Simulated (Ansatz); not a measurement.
C2H6AlFOSi, SMILES `CO[SiH]1[CH2][Al]1[F]`, relaxed with RKS PBE0-D4/def2-TZVP in Ansatz 0.2.0 from a PBE-D4/def2-SVP geometry. The force threshold is 0.005 eV/Å; the program also tests the step.

Total charge 0; spin multiplicity 1.

Start:

```xyz
12

C    -2.020   -1.416   -0.058
O    -1.247   -0.243    0.111
Si    0.415   -0.129   -0.111
C     1.148    1.617   -0.385
Al    2.258    0.789    1.017
F     3.552    1.244    1.984
H    -3.062   -1.122   -0.305
H    -1.638   -2.064   -0.881
H    -2.048   -2.023    0.876
H     0.819   -1.080   -1.219
H     0.634    2.304    0.343
H     1.189    2.123   -1.371
```

```
step  energy (eV)  largest force (eV/Å)  largest move (Å)
   1  -21401.5604                 0.817             0.000
   2  -21401.6264                 0.504             0.041
   3  -21401.6442                 0.052             0.033
   4  -21401.6445                 0.020             0.005
   5  -21401.6446                 0.014             0.006
   6  -21401.6447                 0.007             0.005
   7  -21401.6447                 0.005             0.004
   8  -21401.6447                 0.002             0.003
```

End:

```xyz
12

C    -1.990   -1.407   -0.059
O    -1.232   -0.234    0.132
Si    0.386   -0.111   -0.101
C     1.130    1.602   -0.381
Al    2.213    0.782    1.023
F     3.509    1.202    1.949
H    -3.018   -1.118   -0.287
H    -1.603   -2.010   -0.888
H    -1.993   -2.019    0.849
H     0.781   -1.062   -1.185
H     0.615    2.302    0.308
H     1.203    2.073   -1.360
```

Run time 53 s (4 threads of an Arm Neoverse V1 on a shared host); peak host memory 0.69 GiB.
